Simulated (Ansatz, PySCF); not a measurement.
ZrF3Cl, SMILES [F][Zr]([F])([F])[Cl], multiplicity 1.

The structure is a stationary point at r2SCAN-D4/def2-SVP. The spin state was assumed, not searched. The def2 effective core potentials stand for the cores of Zr; spin–orbit coupling is left out.

Vertical ionisation energy (IE) and electron affinity (EA) in eV. Rows of orbital energies are one-electron estimates. Where ΔSCF, EOM or ADC give a negative EA the extra electron is unbound and the value depends on the basis.

```csv
level,IE,EA
"−ε(HOMO), −ε(LUMO), HF/def2-TZVP (PySCF)",13.42,-1.24
"−ε(HOMO), −ε(LUMO), PBE/def2-TZVP (PySCF)",8.54,2.69
"ΔSCF, PBE0/def2-SVPD (Ansatz), final states of multiplicity 2 and 2",12.64,-0.20
"ΔSCF, PBE/def2-SVPD (Ansatz), final states of multiplicity 2 and 2",12.31,-0.19
```

What vertical singlet–triplet gap does ΔSCF give with PBE0/def2-SVPD (Ansatz, a program for electronic structure) and with PBE/def2-SVPD (Ansatz)? (Estimate from the structure and the level; the computed values follow.)

6.80 and 6.70 eV (triplet above singlet where positive).
